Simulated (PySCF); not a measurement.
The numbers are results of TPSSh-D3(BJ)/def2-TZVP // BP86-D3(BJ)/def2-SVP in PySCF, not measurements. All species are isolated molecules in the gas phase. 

Reference species: [Zr(F)4] (neutral, multiplicity 1).

- HOMO: -11.06 eV
- coordination number: 4

Changed species: [Zr(F)(H)3] (3 of 4 F replaced by H; the reference has 0 of 4 F replaced by H).

### Question
Predict the effect on the HOMO and coordination number.

### Answer
the HOMO increases by 3.05 eV, to -8.01 eV; the coordination number hardly moves.
